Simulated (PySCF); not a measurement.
A TDDFT job was run through a driver script with this input:

```
{"job": {"kind": "uv", "xc": "wB97X-D", "basis": "def2-SVPD", "nstates": 8, "ntriplets": 3}, "charge": 0, "multiplicity": 1}
Cl    -1.685901     1.798961    -0.903885
C     -1.515666     0.488972     0.314103
Si    -1.227960    -1.147295    -0.646680
Si     1.079197    -1.060459    -0.926270
C      1.562926     0.536441     0.016982
Ge     0.132728     0.981479     1.306496
H     -2.429831     0.503172     0.901497
H     -1.700765    -2.223624     0.237872
H     -2.093911    -1.125441    -1.826735
H      1.574102    -0.962182    -2.306140
H      1.784326    -2.186872    -0.295949
H      2.527068     0.441289     0.511680
H      1.652344     1.362925    -0.687549
H      0.097942     2.436326     1.706996
H      0.238986     0.164297     2.575670
```

Its output, with some lines taken out ([cut]):

```
coarse grid: 59168 points
cycle   1  E = -3197.1689483552  dE = -2.130e-01  |g| = 4.609e-01  |ddm| = 4.602e+00
cycle   2  E = -3197.1860392600  dE = -1.709e-02  |g| = 4.251e-01  |ddm| = 1.051e+00
cycle   3  E = -3197.2147820107  dE = -2.874e-02  |g| = 3.696e-02  |ddm| = 4.806e-01
cycle   4  E = -3197.2151876835  dE = -4.057e-04  |g| = 1.987e-02  |ddm| = 1.152e-01
cycle   5  E = -3197.2152942848  dE = -1.066e-04  |g| = 5.667e-03  |ddm| = 4.169e-02
cycle   6  E = -3197.2153035747  dE = -9.290e-06  |g| = 1.368e-03  |ddm| = 1.190e-02
final grid: 119400 points
cycle   7  E = -3197.2147856491  dE = -2.019e-06  |g| = 1.263e-03  |ddm| = 1.160e-02
cycle   8  E = -3197.2147857591  dE = -1.100e-07  |g| = 1.190e-03  |ddm| = 3.465e-03
cycle   9  E = -3197.2147860236  dE = -2.646e-07  |g| = 1.240e-04  |ddm| = 1.450e-03
cycle  10  E = -3197.2147860301  dE = -6.456e-09  |g| = 6.082e-05  |ddm| = 3.373e-04
cycle  11  E = -3197.2147860317  dE = -1.617e-09  |g| = 1.652e-05  |ddm| = 1.745e-04
cycle  12  E = -3197.2147860318  dE = -8.549e-11  |g| = 4.947e-06  |ddm| = 3.941e-05
converged SCF energy = -3197.2147860318

[cut]

Singlet excitations
state   eV       nm        f      main configurations
  1   6.0979    203.3   0.00634   H->L 0.70, H->L+1 0.11
[cut]
  3   6.7658    183.3   0.02520   H->L+1 0.67, H-1->L+1 0.08
  4   6.9152    179.3   0.00596   H-1->L+1 0.40, H-2->L 0.18, H-3->L 0.13
  5   7.0930    174.8   0.01514   H-1->L+1 0.27, H-3->L 0.25, H-3->L+1 0.10
[cut]
[cut]
[cut]

Triplet excitations (Tamm-Dancoff, eV): 5.5552 6.0539 6.1791
```

Method used: TDDFT wB97X-D/def2-SVPD, vertical, gas phase, core orbitals frozen in the response in PySCF 2.14.0, density-fitted response routines. One conformer (not necessarily the lowest) at the GFN2-xTB geometry, without solvent, vibrations or thermal averaging. Relativistic effects, spin–orbit coupling among them, are left out although an element past zinc is present.

**Question.** Restore the lines that were cut, in order.

**Answer.** 
```
Static polarisability (au): isotropic 117.617, principal 107.336 120.223 125.291
  2   6.6582    186.2   0.00856   H-1->L 0.82
  6   7.2492    171.0   0.01447   H->L+2 0.29, H->L+4 0.22, H->L 0.19
  7   7.3506    168.7   0.00229   H-2->L 0.46, H-3->L 0.21, H-2->L+1 0.16
  8   7.6089    162.9   0.00152   H-2->L+1 0.29, H->L+2 0.12, H-1->L+2 0.08
```

**Question.** What is the total energy of state 3 at this geometry?

**Answer.** -3197.21479 + 0.24864 = -3196.96615 hartree.

**Question.** How many basis functions and electrons does this run hold?

**Answer.** 225 basis functions for 98 electrons in 49 doubly occupied orbitals.

**Question.** What is the polarisability anisotropy, √(½[(α1 − α2)² + (α2 − α3)² + (α3 − α1)²])?

**Answer.** 16.03 au.

**Question.** Write the structure that the coordinates describe.

**Answer.** `Cl[C@H]1[SiH2][SiH2][CH2][GeH2]1` (C2H9ClGeSi2), point group C1.

The SCF starts on a coarse grid; the energy jumps when the final grid takes over, and dE counts afresh there. H and L stand for HOMO and LUMO.

Note: wB97X-D ran without an empirical dispersion term, which enters the total energy and its gradient alone.
